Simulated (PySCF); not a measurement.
C2H7BOS2, singlet, at a GFN2-xTB geometry, atoms displaced at random by about 0.03 Å a coordinate; PySCF with HF/STO-3G, gradient.

Input for PySCF:
```python
from pyscf import gto, scf

mol = gto.Mole()
mol.atom = '''
    B     0.05155208    0.06369276    0.57730576
    O     0.44014858   -0.04528280    1.84689783
    H    -0.08806028    0.31101743    2.55002499
    S     0.95725405   -0.68502777   -0.76256637
    C     2.28729122   -1.44960628    0.21796284
    H     2.85350877   -0.60494801    0.81771471
    H     2.96928084   -1.84915746   -0.49359917
    H     1.94362074   -2.14054599    0.93556064
    S    -1.61258916    0.98392222    0.27037247
    C    -1.66677555    0.90857387   -1.57392526
    H    -0.77490259    1.33063398   -1.97669212
    H    -2.56453524    1.41756794   -1.92655368
    H    -1.78556213   -0.22552944   -1.89067274
'''
mol.basis = 'sto-3g'
mol.verbose = 4
mol.build()

mf = scf.RHF(mol)
mf.kernel()
g = mf.nuc_grad_method()
grad = g.kernel()
```

Output, abridged:

```
PySCF version 2.14.0

[INPUT] verbose = 4
[INPUT] num. atoms = 13
[INPUT] num. electrons = 64
[INPUT] charge = 0
[INPUT] spin (= nelec alpha-beta = 2S) = 0
[INPUT] symmetry False subgroup None
[INPUT] Mole.unit = angstrom
[INPUT] Symbol           X                Y                Z      unit          X                Y                Z       unit  Magmom
[...]
nuclear repulsion = 347.993676503638
number of shells = 29
number of NR pGTOs = 135
number of NR cGTOs = 45
basis = sto-3g
ecp = {}

******** <class 'pyscf.scf.hf.RHF'> ********
method = RHF
initial guess = minao
damping factor = 0
level_shift factor = 0
DIIS = <class 'pyscf.scf.diis.CDIIS'>
diis_start_cycle = 1
diis_space = 8
diis_damp = 0
SCF conv_tol = 1e-09
SCF conv_tol_grad = None
SCF max_cycles = 50
direct_scf = True
direct_scf_tol = 1e-13
Set gradient conv threshold to 3.16228e-05
Initial guess from minao.
init E= -963.80582201694
[...]
cycle= 1 E= -963.439825919191  delta_E= 0.366  |g|= 0.512  |ddm|= 4.39
[...]
cycle= 2 E= -963.541354575226  delta_E= -0.102  |g|= 0.172  |ddm|= 0.955
[...]
cycle= 3 E= -963.551189197693  delta_E= -0.00983  |g|= 0.0344  |ddm|= 0.25
[...]
cycle= 4 E= -963.55189326988  delta_E= -0.000704  |g|= 0.00487  |ddm|= 0.0833
[...]
cycle= 5 E= -963.551911079495  delta_E= -1.78e-05  |g|= 0.00177  |ddm|= 0.0119
[...]
cycle= 6 E= -963.551914196421  delta_E= -3.12e-06  |g|= 0.000497  |ddm|= 0.00568
[...]
cycle= 7 E= -963.551914493771  delta_E= -2.97e-07  |g|= 7.52e-05  |ddm|= 0.0022
[...]
cycle= 8 E= -963.551914498931  delta_E= -5.16e-09  |g|= 2.08e-05  |ddm|= 0.000254
[...]
cycle= 9 E= -963.551914499226  delta_E= -2.95e-10  |g|= 4.63e-06  |ddm|= 6.49e-05
[...]
Extra cycle  E= -963.551914499237  delta_E= -1.11e-11  |g|= 1.84e-06  |ddm|= 9.12e-06
converged SCF energy = -963.551914499237

******** <class 'pyscf.grad.rhf.Gradients'> for <class 'pyscf.scf.hf.RHF'> ********
unit = Eh/Bohr
--------------- RHF gradients ---------------
         x                y                z
0 B     0.0720548627    -0.0337564642     0.0096286999
1 O    -0.0480081386     0.0288113608     0.0201660372
2 H     0.0303596173    -0.0201154814    -0.0199082307
3 S    -0.0057947838     0.0047507856    -0.0181258099
4 C    -0.0249832231    -0.1004753536    -0.0151161915
5 H     0.0295732046     0.0505519653     0.0345419007
6 H    -0.0155070027     0.0185022784     0.0055166523
7 H     0.0093418070     0.0274165268    -0.0140939930
8 S    -0.0476338494     0.0237269981     0.0211300830
9 C     0.0330003724     0.0788013111    -0.0286568637
10 H    -0.0118639521    -0.0064466887     0.0159628522
11 H    -0.0078121037    -0.0036579448     0.0001927029
12 H    -0.0127268107    -0.0681092933    -0.0112378394
----------------------------------------------
```
